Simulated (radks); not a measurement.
All-electron atom: W48+ in [Ar] 3d8. Calculated with a radial shooting solver on a logarithmic mesh with Libxc functionals: scalar-relativistic Kohn-Sham, LDA (Slater exchange, Perdew-Wang correlation), spin-polarised, spherical densities, point nucleus; open shells are filled with parallel spins first (spin-orbit coupling, left out, can overturn this in heavy ions).

Radial electron density D(r) = 4 pi r^2 rho(r):

r (bohr),D(r) (e/bohr),spin D(r)
0.001802,18.32,-0.000368
0.002015,21.43,-0.000429
0.002236,24.70,-0.000493
0.002501,28.66,-0.000570
0.002797,33.11,-0.000655
0.003104,37.67,-0.000741
0.003472,43.06,-0.000842
0.003852,48.46,-0.000941
0.004309,54.66,-0.00105
0.004819,61.17,-0.00116
0.005348,67.38,-0.00126
0.005981,74.06,-0.00136
0.006637,80.09,-0.00144
0.007423,86.16,-0.00148
0.008303,91.50,-0.00147
0.009213,95.57,-0.00137
0.01031,98.75,-0.00110
0.01143,100.4,-0.000589
0.01279,100.7,0.000424
0.01419,99.71,0.00210
0.01587,97.44,0.00527
0.01775,94.44,0.0109
0.0197,91.59,0.0197
0.02204,89.26,0.0357
0.02445,88.53,0.0605
0.02735,90.01,0.104
0.03059,94.26,0.175
0.03394,100.6,0.280
0.03796,109.3,0.452
0.04212,117.9,0.693
0.04712,126.0,1.07
0.05228,130.7,1.57
0.05848,131.1,2.31
0.06541,126.4,3.29
0.07258,118.0,4.43
0.08118,106.8,5.90
0.09007,97.17,7.43
0.1007,90.37,9.13
0.1127,88.96,10.7
0.125,92.05,11.8
0.1399,97.47,12.4
0.1552,100.9,12.3
0.1736,99.11,11.3
0.1942,89.78,9.68
0.2154,75.03,7.72
0.241,55.61,5.52
0.2674,37.78,3.67
0.2991,21.92,2.11
0.3318,11.61,1.12
0.3712,5.025,0.494
0.4151,1.826,0.184
0.4606,0.6001,0.0627
0.5152,0.1475,0.0161
0.5717,0.03251,0.00373
0.6395,0.004968,0.000604

D(r) has 3 maxima, at r = 0.0124, 0.0557, 0.160 bohr, and minima at 0.0243, 0.110 bohr, inside which lie 1.92, 11.28 electrons.
